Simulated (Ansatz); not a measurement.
```xyz
13

B     0.067   -0.786    3.193
O    -0.467   -1.114    2.009
In   -0.937    0.134    0.529
F    -1.864    1.673    1.282
C    -0.649   -0.134   -1.553
Si    1.020    0.460   -2.162
H     0.221   -1.661    4.008
H     0.404    0.348    3.446
H    -1.457    0.409   -2.048
H    -0.769   -1.202   -1.751
H     1.178    1.908   -1.862
H     1.152    0.250   -3.627
H     2.100   -0.286   -1.465
```

Total charge 0; spin multiplicity 1. In: def2 effective core potential.

(1) List the r2SCAN/def2-TZVPP orbital energies in eV (Ansatz 0.2.0). (An estimate is asked.)

## Answers

(1) The calculation gave: Occupied: -1791.49, -664.55, -515.79, -274.07, -180.44, -141.96, -126.24, -96.81, -96.81, -96.81, -83.02, -82.68, -82.64, -28.95, -25.77, -20.52, -20.17, -20.16, -20.10, -19.83, -18.46, -13.90, -12.78, -11.57, -11.14, -10.07, -9.71, -9.67, -9.12, -9.07, -8.97, -8.81, -8.65, -8.04, -6.51. Lowest empty: -2.45, -1.91, -0.63, 0.00, 0.20, 0.75, 0.84, 1.33.
